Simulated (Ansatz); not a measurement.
Consider the hydrogenolysis of a Zn–C bond: `C#[C][ZnH]` + H₂ → `[ZnH2]` + `C#C`.

Gas-phase electronic energies from Ansatz, PBE0-D4/def2-TZVP geometries. CCSD(T)/CBS adds triple-zeta CCSD(T) − MP2 to the extrapolated MP2 energy (def2 sets, frozen cores). This one scheme is used for every species. Functionals use def2-TZVPP. For Zn outer-core shells are correlated without core-valence functions, which leaves a few kJ/mol of doubt a bond. Scalar relativity is left out up to krypton.

`C#[C][ZnH]`:

Cartesian coordinates in Å:
```
C -1.379 -0.739 -0.153
C -0.317 -0.169 -0.038
Zn 1.334 0.715 0.147
H -2.314 -1.241 -0.254
H 2.675 1.433 0.299
```

H₂:

Cartesian coordinates in Å:
```
H 0.234 0.214 0.197
H -0.234 -0.214 -0.197
```

`[ZnH2]`:

```xyz
3

Zn    0.000    0.000    0.000
H    -0.097    0.838    1.294
H     0.097   -0.838   -1.294
```

`C#C`:

Cartesian coordinates in Å:
```
C -0.162 0.422 -0.392
C 0.162 -0.422 0.392
H -0.450 1.173 -1.090
H 0.450 -1.173 1.090
```

```
             level  ΔE (eV)
          PBE-QIDH     0.37
SCS-MP2/def2-QZVPP     0.40
```

What does CCSD(T)/CBS give? (Estimate.)

Computed: +0.36 eV. The listed levels differ from it by 0.01, 0.04 eV.

Largest T1 diagnostic among the species: 0.016.

The D4 term adds +0.04 eV with B3LYP and +0.02 eV with PBE0; it sums over pairs of atoms, weighted by their polarisabilities, and B3LYP, whose exchange is more repulsive, gets the larger term. From r2SCAN to r2SCAN0 (25 % exact exchange), in def2-TZVPP and without D4, ΔE moves by −0.03 eV. Leaving LDA and LC-ωPBE aside and taking each functional with its dispersion term where it has one, the values, not all of them listed here, spread over 0.15 eV, from B97M-V to r2SCAN-D4.

B3LYP here is the variant with VWN-RPA as its local correlation; programs differ in this.
